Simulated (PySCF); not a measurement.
H6Ge2Se, singlet, at a GFN2-xTB geometry, atoms displaced at random by about 0.08 Å a coordinate; B3LYP/STO-3G, gradient (PySCF).

The PySCF input:
```python
from pyscf import gto, scf, dft

mol = gto.M(
    atom='''
Se    0.00527230   -0.05984841    1.11388015
Ge    0.54889394   -1.60361326   -0.41551115
H     1.01683813   -2.88521393    0.12092474
H    -0.63532922   -1.91834920   -1.43768011
H     1.71277529   -1.19557600   -1.44049583
Ge   -0.66854019    1.56777419   -0.37211283
H    -0.93533164    2.89709134    0.53313025
H     0.55576760    2.01043370   -1.28732912
H    -1.74164330    1.15491284   -1.41034544
''',
    basis='sto-3g',
    verbose=3,
)

mf = dft.RKS(mol)
mf.xc = 'b3lyp'
mf.grids.level = 0
mf.kernel()
g = mf.nuc_grad_method()
g.grid_response = True
grad = g.kernel()
```

Output, abridged:

```
converged SCF energy = -6484.59829809275
--------------- RKS gradients ---------------
         x                y                z
0 Se     0.0075091329    -0.0106321793    -0.0050221730
1 Ge    -0.0160405121     0.0383352976     0.0783282648
2 H     0.0119858861    -0.0251029274     0.0047247401
3 H    -0.0358082072    -0.0105838396    -0.0372007604
4 H     0.0375006877     0.0082825297    -0.0375793492
5 Ge    -0.0117728314    -0.0563557411     0.0298320550
6 H    -0.0033538591     0.0526330356     0.0359360934
7 H     0.0386958843     0.0164892995    -0.0309373847
8 H    -0.0287161811    -0.0130654750    -0.0380814860
----------------------------------------------
```
